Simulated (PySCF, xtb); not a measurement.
C2H7S, SMILES C[SH+]C, charge +1.

Geometry: B3LYP-D3(BJ)/def2-SVP. The isomer is the one that the SMILES or the coordinates give; other isomers of the formula were not compared.

Method: C-PCM-PBE0/def2-SVP in PySCF.

The values are the electrostatic part of the solvation free energy, E(continuum) − E(gas) at the gas-phase geometry, in a cavity of scaled van der Waals radii (PySCF's table); cavitation and dispersion terms are not included. In vacuum the orbital gap is 9.82 eV.

```tsv
solvent	ε	ΔG(elec) (kcal/mol)	gap (eV)
water	78.36	-62.3	9.99
ethylethanoate	5.99	-52.5	9.96
diethylether	4.24	[?]	[?]
```

### Question
Complete the blanks. (Estimate from the structure and the level; the computed values follow.)

### Answer

- diethylether, ΔG(elec) (kcal/mol): -48.2
- diethylether, gap (eV): 9.95

For comparison, GFN2-xTB/ALPB(water) (xtb, at the GFN2-xTB geometry, all terms of that model) gives -60.7 kcal/mol.
